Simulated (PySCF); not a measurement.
## A thermochemical cycle for KSb

r²SCAN in PySCF with x2c-SVPall on every atom, spin-free X2C, for the lowest determinant that a PBE0 search found; no spin–orbit coupling. KSb, a triplet (π ↑↑), has De = 1.20 eV to neutral atoms, and KSb⁺, a quartet (σ ↑, π ↑↑), has De = 0.21 eV to K⁺ + Sb.

At the same level the K atom ionises at 4.25 eV.

Task: What is the adiabatic ionisation energy of the molecule, and does ionisation strengthen or weaken the bond?

Result: IE = IE(K) + De(neutral) − De(ion) = 4.25 + 1.20 − 0.21 = 5.24 eV. De changes by -0.99 eV, so ionisation weakens the bond.

Weak bonds: KSb⁺. Basis-set superposition, not corrected here, can be much of De in a small basis, most of all at correlated wavefunction levels. Spin–orbit coupling is left out, which matters for elements this heavy, above all for dissociation energies. For an ion De counts to the pair picked by the measured ionisation energies or electron affinities, which need not be the lowest pair at this level. States were picked by a PBE0 search and need not be the measured ground states.
